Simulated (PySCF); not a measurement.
Se(Cl)(GeH3) (ClGeH3Se), SMILES Cl[Se][GeH3]. Atoms are numbered in the order given.

```xyz
6

Se     0.8223    -0.6375     0.0000
Cl    -1.0454    -1.8033     0.0000
Ge    -0.2746     1.4593     0.0000
H     -1.1332     1.5721     1.2667
H      0.8689     2.4886     0.0000
H     -1.1332     1.5721    -1.2667
```

The structure is a stationary point at PBE0-D3(BJ)/def2-SVP.

These are CAM-B3LYP/def2-TZVPD run with PySCF values and carry that method's errors.

Symmetry labels are those of the subgroup Cs that the program uses (full group Cs).

Computed valence orbital energies around the gap with their symmetry:
```
orbital  symmetry  energy (eV)
-------  --------  -----------
HOMO−7         A'       -17.39
HOMO−6         A'       -12.69
HOMO−5         A"       -12.00
HOMO−4         A'       -11.97
HOMO−3         A'       -11.36
HOMO−2         A"       -11.12
HOMO−1         A'        -9.65
HOMO           A"        -8.24
LUMO           A'        -1.41
LUMO+1         A'         0.01
LUMO+2         A'         0.68
LUMO+3         A'         1.24
```
